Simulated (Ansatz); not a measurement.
Consider the formal exchange of groups at a C–Si bond: `C[Si](C)(F)[SeH]` + `C[CH2][Sn][Cl]` → `C[CH](C)[Sn][Cl]` + `C[SiH](F)[SeH]`.

Computed with Ansatz on PBE0-D4/def2-TZVP structures; ΔE is electronic, products minus reactants. CBS: MP2 limit from def2 TZ/QZ plus the TZ coupled-cluster correction, frozen cores. DFT in def2-TZVPP. B3LYP here is the variant with VWN-RPA as its local correlation; programs differ in this. HSE06 is defined as in plane-wave codes. def2 core potentials past Kr. For Se, Sn outer-core shells are correlated without core-valence functions, which leaves a few kJ/mol of doubt a bond. Scalar relativity is left out up to krypton. One conformer a species, not always the lowest.

```json
{"level": "LDA (SPW92)", "ΔE (kJ/mol)": "45.9", "difference from CCSD(T)/CBS": "-2.7"}
{"level": "PBE-D4", "ΔE (kJ/mol)": "49.8", "difference from CCSD(T)/CBS": "1.2"}
{"level": "B3LYP-D4", "ΔE (kJ/mol)": "50.9", "difference from CCSD(T)/CBS": "2.3"}
{"level": "HSE06-D4", "ΔE (kJ/mol)": "51.6", "difference from CCSD(T)/CBS": "3.0"}
{"level": "CAM-B3LYP-D4", "ΔE (kJ/mol)": "51.7", "difference from CCSD(T)/CBS": "3.1"}
{"level": "ωB97X-V", "ΔE (kJ/mol)": "50.7", "difference from CCSD(T)/CBS": "2.1"}
{"level": "r2SCANh", "ΔE (kJ/mol)": "54.5", "difference from CCSD(T)/CBS": "5.9"}
{"level": "r2SCAN0", "ΔE (kJ/mol)": "54.6", "difference from CCSD(T)/CBS": "6.0"}
{"level": "CAM-B3LYP", "ΔE (kJ/mol)": "52.8", "difference from CCSD(T)/CBS": "4.2"}
{"level": "RPA@PBE/def2-TZVPP", "ΔE (kJ/mol)": "43.5", "difference from CCSD(T)/CBS": "-5.1"}
{"level": "MP2/def2-SVP", "ΔE (kJ/mol)": "35.9", "difference from CCSD(T)/CBS": "-12.7"}
{"level": "HF/def2-TZVPP", "ΔE (kJ/mol)": "53.9", "difference from CCSD(T)/CBS": "5.3"}
{"level": "MP2/def2-TZVPP", "ΔE (kJ/mol)": "47.0", "difference from CCSD(T)/CBS": "-1.6"}
{"level": "SCS-MP2/def2-TZVPP", "ΔE (kJ/mol)": "46.1", "difference from CCSD(T)/CBS": "-2.5"}
{"level": "CCSD(T)/def2-TZVPP", "ΔE (kJ/mol)": "47.8", "difference from CCSD(T)/CBS": "-0.8"}
{"level": "SCS-MP2/def2-QZVPP", "ΔE (kJ/mol)": "46.8", "difference from CCSD(T)/CBS": "-1.8"}
{"level": "CCSD(T)/CBS", "ΔE (kJ/mol)": "48.6", "difference from CCSD(T)/CBS": "0"}
```

Largest T1 diagnostic among the species: 0.013.

In def2-TZVPP, CCSD(T) changes the Hartree–Fock value by −6.1 kJ/mol (the triples alone add −1.3 kJ/mol) and MP2 by −6.8 kJ/mol. Leaving LDA and LC-ωPBE aside and taking each functional with its dispersion term where it has one, the values, not all of them listed here, spread over 6.3 kJ/mol, from revPBE-D4 to r2SCAN0-D4. LDA lies −5.2 kJ/mol from PBE without D4. At CCSD(T), def2-SVP lies −14.7 kJ/mol from the extrapolated value and def2-TZVPP −0.8 kJ/mol.
